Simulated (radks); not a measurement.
Neutral gadolinium inside a hard spherical wall (all orbitals vanish at R), configuration held at [Xe] 4f7 5d1 6s2 and not refilled when levels cross. All-electron calculation, scalar-relativistic Kohn-Sham, LDA (Slater exchange, Perdew-Wang correlation), spin-polarised, spherical densities, point nucleus; open shells are filled with parallel spins first (spin-orbit coupling, left out, can overturn this in heavy ions). Program: a radial shooting solver on a logarithmic mesh with Libxc functionals. Eigenvalues in eV for spin up, with the zero of energy where the potential of the charges vanishes at infinity; a dash marks a level that is unbound or too diffuse for the functional's potential to be trusted. A positive occupied level is held by the wall or, in an anion where self-interaction has pushed it up, behind a barrier. The pressure on the wall is -dE/dV.

R (bohr)  E (hartree)  kinetic (hartree)    e(5p)    e(4f)   e(6s)   e(5d)  e(6p, empty)  e(7s, empty)  pressure (GPa)
free      -11263.9109          12093.226  -28.250  -10.577  -4.479  -3.098        -1.489        -0.100               0
10        -11263.9089          12093.245  -28.115  -10.439  -4.374  -2.979        -1.224         2.230          0.0489
8         -11263.8956          12093.334  -27.631   -9.941  -3.952  -2.551        -0.437         5.623           0.554
5         -11263.6036          12094.582  -23.966   -5.991   1.307   1.211         7.646        30.077            30.4
4         -11262.9626          12097.014  -20.133   -1.541  10.231   6.074        19.992        61.168             169
3         -11260.1583          12107.466   -9.387   10.951  41.483  20.862        58.861        146.64            1530
2.5       -11255.1922          12124.885    5.466   26.375  86.532  41.108        110.73        250.87            5930
2         -11240.5234          12172.188   43.002   58.287  194.95  90.116        229.73        475.50           29400
1.5       -11186.5425          12333.005   166.58   135.62  504.98  237.44        556.44        1054.8          216000
